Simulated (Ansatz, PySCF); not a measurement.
Species: trimethylborane, C₃H₉B, net charge 0, singlet state. 
Coordinates optimised at B3LYP-D3(BJ)/def2-TZVP (Ansatz, a quantum-chemistry and plane-wave program):
SMILES: CB(C)C
```xyz
13

B      0.0029    -0.0013     0.0041
C      1.5300    -0.2716    -0.2460
C     -0.5365     1.4733     0.0642
C     -0.9922    -1.2029     0.1837
H      1.7766     0.0686    -1.2611
H      1.8365    -1.3160    -0.1658
H      2.1589     0.3339     0.4147
H      0.2301     2.2497     0.0855
H     -1.2089     1.6186     0.9163
H     -1.1622     1.6469    -0.8214
H     -2.0504    -0.9423     0.1221
H     -0.7843    -2.0250    -0.5076
H     -0.8195    -1.6206     1.1860
```
Charge 0, spin multiplicity 1.

Total electronic energies in hartree. Valence correlation only, unless marked. Spin-orbit coupling is left out. No relativistic terms. CBS marks a two-point X^-3 extrapolation of the correlation energy; Hartree-Fock from the larger set. The bracket is a focal-point correction in the basis named.

```json
[
 {"level": "HF/6-31G*", "program": "Ansatz", "energy (Eh)": "-143.54154"},
 {"level": "PBE-D3(BJ)/def2-TZVPD", "program": "Ansatz + dftd3", "energy (Eh)": "-144.43618"},
 {"level": "revPBE/def2-TZVPD", "program": "Ansatz", "energy (Eh)": "-144.60604"},
 {"level": "r2SCAN/def2-TZVPD", "program": "Ansatz", "energy (Eh)": "-144.55621"},
 {"level": "B97M-V/def2-TZVPD", "program": "Ansatz", "energy (Eh)": "-144.66984"},
 {"level": "BHLYP/def2-TZVPD", "program": "Ansatz", "energy (Eh)": "-144.56347"},
 {"level": "TPSSh-D3(BJ)/def2-TZVPD", "program": "PySCF + dftd3", "energy (Eh)": "-144.68222"},
 {"level": "r2SCANh-D4/def2-TZVPD", "program": "Ansatz + dftd4", "energy (Eh)": "-144.55487"},
 {"level": "LC-wPBE-D4/def2-TZVPD", "program": "Ansatz + dftd4", "energy (Eh)": "-144.57067"},
 {"level": "LC-wPBE/def2-TZVPD", "program": "Ansatz", "energy (Eh)": "-144.56257"},
 {"level": "B2GP-PLYP-D3(BJ)/def2-TZVPD", "program": "Ansatz + dftd3", "energy (Eh)": "-144.47223"},
 {"level": "B2GP-PLYP-D4/def2-TZVPD", "program": "Ansatz + dftd4", "energy (Eh)": "-144.47094"},
 {"level": "MP2/6-31G", "program": "Ansatz", "energy (Eh)": "-143.81773"},
 {"level": "MP2/cc-pVDZ", "program": "Ansatz", "energy (Eh)": "-144.07672"},
 {"level": "MP2/cc-pVTZ", "program": "Ansatz", "energy (Eh)": "-144.23674"},
 {"level": "RI-MP2/cc-pVTZ", "program": "Ansatz", "energy (Eh)": "-144.23653"},
 {"level": "SCS-MP2/cc-pVDZ", "program": "Ansatz", "energy (Eh)": "-144.08267"},
 {"level": "CCSD/STO-3G", "program": "Ansatz", "energy (Eh)": "-142.10927"},
 {"level": "CCSD/6-31G*", "program": "Ansatz", "energy (Eh)": "-144.06599"},
 {"level": "CCSD(T)/aug-cc-pVDZ", "program": "Ansatz", "energy (Eh)": "-144.18038"},
 {"level": "CCSD(T)/cc-pVTZ", "program": "Ansatz", "energy (Eh)": "-144.31344"},
 {"level": "RI-MP2/CBS(cc-pVTZ,cc-pVQZ)+[CCSD(T)-MP2]/cc-pVDZ", "program": "Ansatz", "energy (Eh)": "-144.3904"},
 {"level": "RI-MP2/CBS(aug-cc-pVTZ,aug-cc-pVQZ)+[CCSD(T)-MP2]/aug-cc-pVTZ", "program": "Ansatz", "energy (Eh)": "-144.3906"}
]
```

Totals of different functionals don't rank their quality; only differences between species are comparable.
